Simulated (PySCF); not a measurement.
**Structure elucidation problem**

Molecular formula: C5H5F3N2. Simulated spectra:

$^{1}$H NMR (400 MHz, computed): δ 6.41 (m, 1H), 5.51 (br s, 1H), 4.40 (d, 2H), 1.94 (t, 1H).

$^{13}$C{$^{1}$H} NMR (computed): δ 131.4 (C), 116.6 (CH), 84.0 (C), 82.1 (CH), 45.1 (CH2).

- GIAO PBE0/pcSseg-1 shieldings
- coordinates at the GFN2-xTB level
- run in PySCF
- fast rotation and ring inversion assumed for equivalent nuclei, gas phase, one computed conformer, relativity neglected

Chemical shifts δ = σref − σ; TMS for $^{1}$H and $^{13}$C, all at this level.

Which of these isomers gave the spectra?
A. C#CCN/N=C/C(F)(F)F
B. FC(F)(F)Cc1cnc[nH]1
C. FC(F)(F)Cc1ncc[nH]1

Results:

A. 

1. Rings plus π bonds: 3 (no ring in the answer).
2. 5 carbon signals for 5 carbons: no two carbons are equivalent.
3. Carbon types of the structure: 2 × C, 2 × CH, 1 × CH2, leaving 1 H on heteroatoms.
4. δC 131.4: CF3 carbon; 3 electronegative neighbours deshield it.
5. δC 116.6: C=N carbon.
6. δC 84.0: alkyne carbon; the triple bond shields along its axis, which puts it between sp3 and sp2 carbons.
7. δC 82.1: terminal alkyne carbon; sp carbons lie upfield of alkene carbons because the cylindrical π system leaves one tensor component strongly shielded.
8. δC 45.1: propargylic sp3 CH2 bonded to N; the inductive effect lowers its shielding.

The others: FC(F)(F)Cc1ncc[nH]1 has carbons computed at 139.2, 135.0, 134.8, 121.2, 39.3; FC(F)(F)Cc1cnc[nH]1 has carbons computed at 138.4, 135.8, 134.7, 122.6, 35.5.

Exchangeable OH/NH protons stand at their gas-phase positions; hydrogen bonding in a real sample shifts them, mostly to higher δ. Splittings by $^{19}$F in the carbon and heteronuclear signals aren't shown, as no couplings were computed. Shifts are as computed. Against solution values, carbons near 30 ppm lie about +3 ppm off and those near 130 ppm about +5 ppm. Of 1211 compounds with measured shifts, 218 miss one by over three times the rms of a fit or turn the order of signals round; such compounds aren't used in these exercises. Multiplicities follow the n + 1 count of equivalent neighbours, as no J values were calculated; m marks all less simple cases, F and P coupling included.
